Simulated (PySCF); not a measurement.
## The first ionisation energy along the 4p block

Calculated with PySCF 2.14 from differences of total energies of unrestricted determinants, without spin-orbit coupling. Values in eV. The last column holds reference values (NIST; (s) semi-empirical, (t) theoretical, else measured). Unmarked ones compare directly (S terms, centres of terms, or small fine structure); those marked * lie between the lowest fine-structure levels and include a spin-orbit shift.

```tsv
element	configurations	PBE	r2SCAN	SCS-MP2 (valence)	MP2 (valence and next inner shell)	SCS-MP2 (valence and next inner shell)	CCSD(T) (valence)	reference
Ga (aug-cc-pwCVTZ-PP with ECP10MDF, ECP)	[Ar] 3d10 4s2 4p1 → [Ar] 3d10 4s2	5.935	6.098	5.733	5.822	5.771	5.833	5.931
Ge (aug-cc-pwCVTZ-PP with ECP10MDF, ECP)	[Ar] 3d10 4s2 4p2 → [Ar] 3d10 4s2 4p1	7.855	8.028	7.682	7.852	7.741	7.815	7.925
Se (aug-cc-pwCVTZ-PP with ECP10MDF, ECP)	[Ar] 3d10 4s2 4p4 → [Ar] 3d10 4s2 4p3	9.615	9.662	9.334	9.328	9.375	9.414	9.635
Br (aug-cc-pwCVTZ-PP with ECP10MDF, ECP)	[Ar] 3d10 4s2 4p5 → [Ar] 3d10 4s2 4p4	11.756	11.836	11.585	11.664	11.640	11.625	11.844
Kr (aug-cc-pwCVTZ-PP with ECP10MDF, ECP)	[Kr] → [Ar] 3d10 4s2 4p5	13.994	14.127	13.956	14.128	14.018	13.962	14.222
```

Question: Fill in the row of As (aug-cc-pwCVTZ-PP with ECP10MDF, ECP) ([Ar] 3d10 4s2 4p3 → [Ar] 3d10 4s2 4p2).

Answer: PBE 9.847; r2SCAN 10.067; SCS-MP2 (valence) 9.750; MP2 (valence and next inner shell) 10.000; SCS-MP2 (valence and next inner shell) 9.817; CCSD(T) (valence) 9.903; reference 10.008 (eV).

"Valence" correlates the outer s and p shells and, in groups 3 to 12 and the f block, the outer d or f shell, open or full, or the next shell where the ion has no valence electron left; the wider scheme adds the next inner shell.
